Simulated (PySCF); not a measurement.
Compound: C6H6NO (doublet state).
Cartesian coordinates in Å at the GFN2-xTB level; atoms count from 1:
```xyz
14
C6H6NO angstrom
C      3.1862    0.1577    0.4267
N      1.9005    0.6820    0.0754
C      0.8072    0.1539    0.1549
C     -0.5384    0.0446    0.1128
C     -1.4804    0.3124    1.1264
C     -2.7183   -0.0962    0.6159
C     -2.4928   -0.5922   -0.6363
O     -1.1775   -0.5227   -0.9597
H      3.1584   -0.8666    0.8091
H      3.6182    0.8186    1.1788
H      3.8147    0.2001   -0.4631
H     -1.2658    0.7516    2.0777
H     -3.6653   -0.0340    1.1133
H     -3.1475   -1.0096   -1.3741
```

The hyperfine couplings belong to this conformer and change with its torsions.

As a line formula: `C/N=[C]/c1ccco1` [radical].

Computed with UKS B3LYP, pcH-1 on C H N O, non-relativistic, mean-field spin-orbit, GIAO (PySCF 2.14.0). Geometry: GFN2-xTB, one conformer, isolated molecule. The geometry wasn't refined by DFT: couplings that depend on bond lengths, twists or pyramidal angles can differ widely from those at the functional's own minimum. The frame is twisted about the C3–C4 bond at this geometry (dihedral N2–C3–C4–C5 = -86°); couplings at other torsion angles weren't computed. Stability of the SCF solution: not tested.

Q: The isotropic 13C couplings are +83.0, +47.1, +33.2, +26.4, -24.3, -19.8 MHz. Assign them to C1; C3; C4; C5; C6; C7.

A: 
```csv
site,a_iso (MHz),ρ(0) (bohr⁻³),position,distance from C3 (Å),spin population,largest |T| (MHz)
C1,+83.0,+0.0739,2 bonds from C3,2.39,+0.02,9.0
C3,+47.1,+0.0419,largest spin population,0.00,+0.47,79.4
C4,-19.8,-0.0176,1 bond from C3,1.35,-0.14,23.1
C5,+33.2,+0.0296,a main spin site,2.49,+0.36,57.3
C6,-24.3,-0.0216,1 bond from C7,3.56,-0.13,15.1
C7,+26.4,+0.0235,a main spin site,3.47,+0.29,50.6
```

Q: Match the computed a_iso(1H) values -24.2, -22.1, +5.8, +0.3 MHz (means over equivalent nuclei) with the sites H9/H10/H11; H12; H13; H14.

A: 
```csv
site,a_iso (MHz),ρ(0) (bohr⁻³),position,distance from C3 (Å),bound to,spin population there,largest |T| (MHz)
H9/H10/H11,+0.3,+0.0001,3 bonds from C3,2.93,C1,+0.02,6.0
H12,-24.2,-0.0054,1 bond from C5,2.89,C5,+0.36,13.5
H13,+5.8,+0.0013,"2 bonds from C7, on C6 of spin population -0.13",4.58,C6,-0.13,2.7
H14,-22.1,-0.0049,1 bond from C7,4.40,C7,+0.29,13.0
```

ρ(0) is the spin density at the nucleus and T the dipolar tensor; entries for several nuclei are means. The largest Mulliken spin populations are on C3 (+0.47), C5 (+0.36), C7 (+0.29) and C4 (-0.14). Three atoms exceed +0.15. The positive populations add up to 1.31 and the negative ones to -0.31, together 2S = 1. Main spin sites, with 60 % or more of the largest population: C3, C5, C7; positions count bonds from the nearest.

Nuclei that the bonding pattern makes equivalent are averaged, as if the motion that swaps them (rotation, inversion, ring flip) were fast. The three 1H nuclei of mean +0.3 MHz run from -6.2 to 12.6 MHz in the frozen geometry.

The SMILES `C/N=[C]/c1ccco1` draws the unpaired electron on C3, whose computed spin population is only +0.47.
